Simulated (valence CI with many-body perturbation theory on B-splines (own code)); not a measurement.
Results of a calculation; reference values are marked as such.
## Sb18+: magnetic and hyperfine properties of the levels

Method: valence CI with perturbative core correlation (CI+MBPT): five valence electrons over a frozen Dirac-Fock core [Ar] 3d10, radial functions for each j: 9 s, 9 p, 8 d, 6 f, 3 g, 1 h, with the one-electron correlation potential Σ1, the two-electron term Σ2, the three-electron term Σ3, Breit, model QED; selected CI, second order for the rest (own B-spline code, finite nucleus).

No measured spectrum was set against this ion. As an estimate, levels hold to about 250 cm⁻¹ or 0.2 % of their energy and the worst to 1 %, as in measured heavy ions of charge 2 to 7; those with d or f electrons hold less well. Among the levels kept, up to 300 cm⁻¹ of a level comes from second order outside the variational space, and about a tenth of that is noise between levels of different J, which matters for small intervals.

A/g_I is the dipole constant over the nuclear g factor μ/I (μ in nuclear magnetons, uniformly magnetised nucleus), B/Q the quadrupole constant per barn. Both hold the static response of the core; the bare values leave it out. Large factors of s and p1/2 electrons are usually good to 5 to 10 %; those of open d and f shells near neutrality can be off by tens of per cent, and small factors of p3/2, d and f electrons come from cancelling terms and can be off by a factor of two or in sign, in half-filled shells by more. B is blank for J = 1/2, where it vanishes, and for nearly pure S terms. Energies count from the lowest level.

Names give the largest LS component (configuration and term), which can be under half, so a name can repeat, a term be missing and a line seem to break the LS rules; names also repeat where a configuration has a term twice. Letters in brackets count levels of one name in rising energy.

| Level | E (cm⁻¹) | g | A/g_I (MHz) | A/g_I bare | B/Q (MHz/b) | B/Q bare |
| --- | --- | --- | --- | --- | --- | --- |
| 4s2.4p3 4S°_3/2 | 0 | 1.560 | 8380 | 7740 | 12900 | 12200 |
| 4s2.4p3 2D°_3/2 | 74709 | 1.314 | 1740 | 1570 | 9830 | 9280 |
| 4s2.4p3 2D°_5/2 | 96301 | 1.199 | 22000 | 20900 | -90.6 | -80.0 |
| 4s2.4p3 2P°_1/2 | 126230 | 0.664 | 66600 | 63400 |  |  |
| 4s2.4p3 2P°_3/2 | 200180 | 1.258 | 11500 | 10800 | -22800 | -21500 |
| 4s.4p4 4P_5/2 | 425170 | 1.548 | 51200 | 48600 | 12800 | 12100 |
| 4s.4p4 4P_3/2 | 473790 | 1.504 | 9090 | 8630 | -15400 | -14500 |
| 4s.4p4 4P_1/2 | 479050 | 2.466 | 159000 | 151000 |  |  |
| 4s.4p4 2D_3/2 | 531060 | 1.133 | 13100 | 12500 | -18800 | -17800 |
| 4s.4p4 2D_5/2 | 554900 | 1.249 | 59500 | 56600 | -32700 | -30800 |
| 4s.4p4 2P_1/2 [a] | 594680 | 1.493 | 28900 | 27500 |  |  |
| 4s.4p4 2P_3/2 | 600520 | 1.041 | 4400 | 4220 | 4150 | 3930 |
| 4s2.4p2.4d 4F_3/2 | 614890 | 0.801 | 5270 | 5120 | 5160 | 4860 |
| 4s2.4p2.4d 4F_5/2 | 635430 | 1.157 | 2090 | 2100 | 7520 | 7070 |
| 4s2.4p2.4d 2F_5/2 | 672990 | 0.943 | 16900 | 16100 | -6630 | -6270 |
| 4s2.4p2.4d 4D_1/2 | 674690 | 0.597 | 76800 | 73300 |  |  |
| 4s2.4p2.4d 4F_7/2 | 685300 | 1.200 | 7670 | 7310 | 6780 | 6370 |
| 4s2.4p2.4d 4D_3/2 | 688500 | 1.039 | 10900 | 10400 | -10400 | -9810 |
| 4s2.4p2.4d 2F_7/2 [a] | 691310 | 1.252 | 5680 | 5440 | 18500 | 17400 |
| 4s.4p4 2P_1/2 [b] | 698850 | 0.833 | 99100 | 94400 |  |  |
| 4s2.4p2.4d 4F_9/2 | 709350 | 1.251 | 11000 | 10500 | 4550 | 4250 |
| 4s2.4p2.4d 4D_5/2 | 717830 | 1.190 | 10500 | 10000 | -9850 | -9300 |
| 4s2.4p2.4d 2P_3/2 [a] | 729950 | 1.225 | -5730 | -5410 | -384 | -381 |
| 4s2.4p2.4d 2G_7/2 | 751660 | 1.042 | 12600 | 12000 | 18700 | 17600 |
| 4s2.4p2.4d 4P_5/2 | 756690 | 1.447 | 4980 | 4740 | -58.2 | -48.2 |
| 4s2.4p2.4d 4P_3/2 | 762980 | 1.445 | 7520 | 7190 | -5240 | -4950 |
| 4s2.4p2.4d 4P_1/2 | 764740 | 2.015 | 33300 | 31500 |  |  |
| 4s2.4p2.4d 2D_3/2 [a] | 783830 | 0.911 | 14500 | 13900 | 8920 | 8410 |
| 4s2.4p2.4d 2F_7/2 [b] | 790170 | 1.216 | 6160 | 5890 | 6770 | 6380 |
| 4s2.4p2.4d 2D_5/2 [a] | 800340 | 1.107 | 2440 | 2360 | 15000 | 14200 |
| 4s2.4p2.4d 2G_9/2 | 801570 | 1.192 | 6980 | 6690 | 24100 | 22700 |
| 4s2.4p2.4d 2P_1/2 [a] | 802140 | 1.001 | -11700 | -11200 |  |  |
| 4s2.4p2.4d 2P_1/2 [b] | 824920 | 1.019 | -6640 | -6360 |  |  |
| 4s2.4p2.4d 2D_3/2 [b] | 833710 | 1.066 | 8590 | 8160 | -7580 | -7160 |
| 4s2.4p2.4d 2D_5/2 [b] | 840780 | 1.163 | 11000 | 10500 | -6380 | -6020 |
| 4s2.4p2.4d 2D_5/2 [c] | 860090 | 1.204 | 3360 | 3300 | 27300 | 25700 |
| 4s2.4p2.4d 2F_7/2 [c] | 868450 | 1.127 | 9780 | 9320 | -2520 | -2370 |
| 4s2.4p2.4d 2P_3/2 [b] | 878660 | 1.182 | 5280 | 5120 | -2520 | -2360 |
| 4s2.4p2.4d 2S_1/2 | 879490 | 1.906 | 36200 | 34700 |  |  |
| 4s2.4p2.4d 2D_3/2 [c] | 911020 | 0.907 | 5490 | 5390 | 6020 | 5680 |

Task: Take the isotope of mass number 121, with I = 5/2, μ = 3.358 μN and Q = -0.543 b. What is the hyperfine structure of 4s.4p4 4P_3/2?

Result: From the table A = 12200 MHz, B = 8350 MHz. Shifts from the centre of gravity in MHz: F = 1: -58200, F = 2: -40500, F = 3: -7640, F = 4: 47800.
